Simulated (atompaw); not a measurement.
**An all-electron radial function and its pseudo partner (Tl (Z = 81))**

Columns: radius, all-electron u(r) and pseudo u(r) of the 6p shell (level -16.03 eV) of thallium in the configuration [Xe] 4f14 5d10 6s1 6p0; PBE, scalar-relativistic, PAW (atompaw) scheme, atompaw 4.2.0.5.

```tsv
r (bohr)	all-electron	pseudo
0.108	-0.1168	0.0042
0.215	0.0352	0.0166
0.323	0.1955	0.0370
0.431	0.0902	0.0648
0.538	-0.0985	0.0986
0.646	-0.2451	0.1383
0.754	-0.3097	0.1822
0.862	-0.2995	0.2292
0.969	-0.2368	0.2776
1.077	-0.1419	0.3271
1.185	-0.0322	0.3759
1.292	0.0793	0.4226
1.400	0.1872	0.4671
1.508	0.2861	0.5082
1.615	0.3729	0.5449
1.723	0.4482	0.5776
1.831	0.5111	0.6054
1.938	0.5618	0.6282
2.046	0.6019	0.6464
2.154	0.6318	0.6599
2.262	0.6526	0.6690
2.369	0.6653	0.6738
2.477	0.6710	0.6747
2.585	0.6707	0.6718
2.692	0.6653	0.6654
2.800	0.6554	0.6554
```

Task: How many radial nodes do the two functions have?

Result: The all-electron 6p function has n − l − 1 = 4 (the table is too coarse to show those close to the nucleus); the pseudo-wave has 0, since the states of the same l below it are removed with the core.

Task: Is the pseudo-wave norm-conserving?

Result: No, it belongs to a PAW set: the norm inside the radius is not constrained, and the difference is carried by the augmentation charge.
